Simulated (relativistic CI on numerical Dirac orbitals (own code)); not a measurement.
## Sensitivity of the levels of V⁸⁺ to α and to the nuclear radius

Method of calculation: Dirac-Coulomb-Breit CI, orbitals from a KLI potential per configuration, derivatives by finite differences, unscaled Slater integrals, QED left out (own radial code, finite nucleus).

Configuration list (outside the closed core [Ne]): 3s2 3p3, 3s 3p4, 3s2 3p2 3d, 3p5, 3s 3p3 3d, 3p4 3d, 3s2 3p 3d2, 3s2 3d3, 3s 3p 3d3, 3p3 3d2, 3p2 3d3. Double excitations out of closed p, d and f shells are left out; levels of such configurations are missing from the list, as are those of other unlisted configurations, and high levels can miss mixing partners.

With x = (α/α₀)² − 1 an excitation energy changes as ω = ω₀ + qx; K = 2q/ω₀ is the relative enhancement. Terms are leading LS components, so labels can repeat. The field-shift factor is F = δν/δ⟨r²⟩ for the transition from the lowest level.

Lowest level 3s2 3p3 4S°_3/2.

| Level | ω₀ (cm⁻¹) | q (cm⁻¹) | K | F (GHz/fm²) |
| --- | --- | --- | --- | --- |
| 3s2 3p3 2D°_3/2 | 38413 | -1795 | -0.0935 | 0.0239 |
| 3s2 3p3 2D°_5/2 | 39980 | 1104 | 0.0552 | 0.0267 |
| 3s2 3p3 2P°_1/2 | 63049 | 1365 | 0.0433 | -0.0925 |
| 3s2 3p3 2P°_3/2 | 65137 | 5342 | 0.164 | -0.0993 |
| 3s 3p4 4P_5/2 | 227491 | 6160 | 0.0542 | -6.52 |
| 3s 3p4 4P_3/2 | 232164 | 11060 | 0.0952 | -6.51 |
| 3s 3p4 4P_1/2 | 234546 | 13190 | 0.112 | -6.5 |
| 3s 3p4 2D_3/2 | 279726 | 8387 | 0.06 | -5.63 |
| 3s 3p4 2D_5/2 | 280393 | 9585 | 0.0684 | -5.66 |
| 3s2 3p2 3d 2P_3/2 | 322459 | 6230 | 0.0386 | -3.54 |
| 3s2 3p2 3d 2P_1/2 | 326791 | 9392 | 0.0575 | -3.69 |
| 3s 3p4 2S_1/2 | 343251 | 11650 | 0.0679 | -5.61 |
| 3s2 3p2 3d 4F_3/2 | 355131 | -581 | -0.00327 | 0.434 |

At this charge configurations can still be misplaced by up to about 7 % of their energy.
